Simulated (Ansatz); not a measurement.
The cluster PtO₂, relaxed as a singlet with RKS PBE-D4/def2-TZVP in Ansatz, starting from the GFN1-xTB geometry. Force threshold 0.02 eV/Å.

In the def2 sets Pt takes a core potential; there is no spin–orbit coupling. The structure comes from a short search, and lower isomers may exist.

Start:

Cartesian coordinates in Å:
```
Pt 0.0000 0.0000 0.0000
O -0.4412 -0.4451 1.4435
O 0.4412 0.4451 -1.4435
```

```csv
step,energy (eV),largest force component (eV/Å),SCF passes
1,-7337.6647,10.884,27
2,-7339.0317,0.759,37
3,-7339.0427,0.143,32
4,-7339.0431,0.003,32
```

Force components are those of the run's own axes.

End:

```xyz
3

Pt    0.0000    0.0000    0.0000
O    -0.4798   -0.4840    1.5698
O     0.4798    0.4840   -1.5698
```

By distances, no bond broke or formed. The bond that changes most is Pt1–O3, from 1.57 to 1.71 Å (atoms count from 1).

No frequencies were taken in this run, so the end may be a saddle point.

Run time 3.1 s (4 threads of Arm Neoverse V1 on a shared host).
